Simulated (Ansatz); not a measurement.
C4H5, charge -1, singlet, at a GFN2-xTB geometry (a gas-phase anion, which may not be bound at this level); B3LYP/pcseg-1 run with Ansatz (a quantum-chemistry and plane-wave program).

Here is a job for Ansatz.
Ansatz 0.2 input:
```yaml
crystal:
  periodic: [false, false, false]
  atoms:
    - {symbol: C, position_ang: [-0.02689703, 0.01898413, 2.00101260]}
    - {symbol: C, position_ang: [-0.00904766, -0.04049079, 0.66114669]}
    - {symbol: C, position_ang: [0.00789498, -0.42450959, -0.53346907]}
    - {symbol: C, position_ang: [0.02444904, 0.23607485, -1.86598431]}
    - {symbol: H, position_ang: [-0.95631018, 0.02398960, 2.57125672]}
    - {symbol: H, position_ang: [0.88696065, 0.03044252, 2.59575182]}
    - {symbol: H, position_ang: [-0.01375398, 1.34661131, -1.85047335]}
    - {symbol: H, position_ang: [0.93433358, -0.04072948, -2.41968026]}
    - {symbol: H, position_ang: [-0.82962597, -0.10066542, -2.47309051]}
basis:
  gaussian:
    orbitals: pcseg-1.json
    final_grid: {core_spheres: 14, valence_spheres: 28, degree: 59}
hamiltonian:
  xc: b3lyp
total_charge: -1
```
The basis file holds pcseg-1 in the JSON format of the Basis Set Exchange.

It wrote (shortened):

```
Functional definition: B3LYP
933 factors; their error is unknown
mean field evaluation 1: about -4221.5377 eV, gradient 4.1e1 eV
mean field evaluation 2: about -4218.7098 eV, gradient 5.1e1 eV
mean field evaluation 4: about -4226.2835 eV, gradient 4.9e0 eV
mean field evaluation 8: about -4226.3169 eV, gradient 2.6e-1 eV
mean field -4226.31710313 eV, -155.3142888393 hartree, gradient 6.9e-5 eV, S^2 0.000000; 0 other end points of the search recorded, 0 dependent functions left out
reference -4226.31736132 eV, -155.3142983278 hartree; 15, 15 occupied and 66, 66 virtual orbitals, 933 factors
Total energy: -4226.31736132 eV, -155.3142983278 hartree
```
